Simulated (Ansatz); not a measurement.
C2H4ClNSi, SMILES N#CC[SiH2]Cl.

Coordinates come from a r2SCAN-D4/def2-SVP optimisation. This is a generated structure with no PubChem entry under its InChIKey; it may be hypothetical. Other conformers were not sampled.

Two levels are set side by side: PBE/def2-SVPD (Ansatz, a program for electronic structure) and CAM-B3LYP/def2-SVPD (Ansatz). Energy differences of separate SCF runs at the same geometry; the states with an electron removed or added have multiplicity 2 and 2. Differences are taken from unrounded values.

```tsv
quantity	CAM-B3LYP
vertical ionisation energy (eV)	11.28
vertical singlet–triplet gap (eV)	6.39
```

Task: What does PBE give, and how far is it from CAM-B3LYP? (An estimate is asked for; the answer gives what the named calculation found.)

Result: 
```tsv
quantity	PBE	PBE minus CAM-B3LYP
vertical ionisation energy (eV)	10.58	-0.70
vertical singlet–triplet gap (eV)	6.24	-0.15
```
